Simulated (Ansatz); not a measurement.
Cost and result for the atomization energy of GeH$_{7}$NSn, SMILES `[NH2][GeH2][SnH3]` (10 atoms, 9 bonds).

```json
{"atom": "N1", "x (Å)": "0.017", "y (Å)": "-1.289", "z (Å)": "1.438"}
{"atom": "Ge2", "x (Å)": "-0.203", "y (Å)": "0.453", "z (Å)": "0.857"}
{"atom": "Sn3", "x (Å)": "0.338", "y (Å)": "0.467", "z (Å)": "-1.684"}
{"atom": "H4", "x (Å)": "-0.607", "y (Å)": "-1.946", "z (Å)": "0.989"}
{"atom": "H5", "x (Å)": "-0.084", "y (Å)": "-1.395", "z (Å)": "2.439"}
{"atom": "H6", "x (Å)": "0.798", "y (Å)": "1.299", "z (Å)": "1.665"}
{"atom": "H7", "x (Å)": "-1.621", "y (Å)": "1.027", "z (Å)": "1.117"}
{"atom": "H8", "x (Å)": "-0.519", "y (Å)": "-0.791", "z (Å)": "-2.463"}
{"atom": "H9", "x (Å)": "2.005", "y (Å)": "0.229", "z (Å)": "-1.958"}
{"atom": "H10", "x (Å)": "-0.124", "y (Å)": "1.946", "z (Å)": "-2.402"}
```

Total charge 0; spin multiplicity 1. Correlated methods include outer-core shells of Ge, Sn, which these sets cover unevenly. Scalar relativity is left out up to krypton. Sn takes the def2 core potential. The geometry is a stationary point of PBE0-D4/def2-TZVP. It is one conformer, not always the lowest. Program: Ansatz. All runs use 4 threads of an Arm Neoverse V2 on a shared host. Times are those of one run each, without the atoms' runs, and a repeat can differ threefold. Electronic energies, without spin–orbit coupling; frozen cores. CCSD(T)/CBS adds CCSD(T) − MP2 in def2-TZVPP to the MP2 limit, and its time is that of the two runs behind it. T1 = 0.012. With those shells the extrapolation isn't a true limit. B3LYP takes the VWN-RPA correlation (the form of Gaussian; ORCA's B3LYP/G).

CCSD(T)/CBS is a level of theory with its own doubt, some kJ/mol a heavy atom from the limit and from the frozen cores, so smaller differences don't rank the functionals.

```
                             level  functions  wall time
            LDA (SPW92)/def2-TZVPP        227     0.95 s
   PBE-D4/def2-TZVPP (with forces)        227      1.8 s
               BHLYP-D4/def2-TZVPP        227      2.5 s
           CAM-B3LYP-D4/def2-TZVPP        227      2.8 s
r2SCAN-D4/def2-TZVPP (with forces)        227      3.6 s
 B3LYP-D4/def2-TZVPP (with forces)        227      3.8 s
                 B2PLYP/def2-TZVPP        227      4.1 s
               PBE-QIDH/def2-TZVPP        227      4.1 s
                  CCSD(T)/def2-SVP        107        6 s
                 B97M-V/def2-TZVPP        227        7 s
                    MP2/def2-QZVPP        438       17 s
                CCSD(T)/def2-TZVPP        227    2.4 min
                 CCSD(T)/CBS(def2)          –    2.7 min
```

What atomization energy does each give, and how far from CCSD(T)/CBS? (Estimate.)

Ansatz gave: 
```tsv
level	atomization (kJ/mol)	difference from CCSD(T)/CBS	per bond
LDA (SPW92)/def2-TZVPP	3024.1	335.1	37.2
PBE-D4/def2-TZVPP (with forces)	2650.3	-38.7	-4.3
BHLYP-D4/def2-TZVPP	2608.9	-80.1	-8.9
CAM-B3LYP-D4/def2-TZVPP	2677.4	-11.6	-1.3
r2SCAN-D4/def2-TZVPP (with forces)	2648.7	-40.3	-4.5
B3LYP-D4/def2-TZVPP (with forces)	2659.3	-29.7	-3.3
B2PLYP/def2-TZVPP	2620.0	-69.0	-7.7
PBE-QIDH/def2-TZVPP	2616.3	-72.7	-8.1
CCSD(T)/def2-SVP	2461.9	-227.1	-25.2
B97M-V/def2-TZVPP	2705.2	16.2	1.8
MP2/def2-QZVPP	2610.8	-78.2	-8.7
CCSD(T)/def2-TZVPP	2620.4	-68.6	-7.6
CCSD(T)/CBS(def2)	2689.0	0.0	0.0
```

At CCSD(T), def2-SVP lies −227.1 kJ/mol from the extrapolated value and def2-TZVPP −68.6 kJ/mol: correlation converges slowly with the basis, and small sets miss more of it in the bonded molecule than in its fragments. From PBE to PBE0 (25 % exact exchange), in def2-TZVPP and without D4, the atomization energy moves by −22.6 kJ/mol: exact exchange takes away binding that semilocal exchange gives to molecules. In def2-TZVPP, CCSD(T) changes the Hartree–Fock value by +781.7 kJ/mol (the triples alone add +33.7 kJ/mol) and MP2 by +731.6 kJ/mol; breaking electron pairs costs correlation energy, which Hartree–Fock lacks.

Spin–orbit coupling would lower the free Sn atoms strongly, and the atomization energy with them, by more than many differences here. For some Ge, Se and Sn compounds the MP2-based and the directly extrapolated limit differ by 10 to 25 kJ/mol.
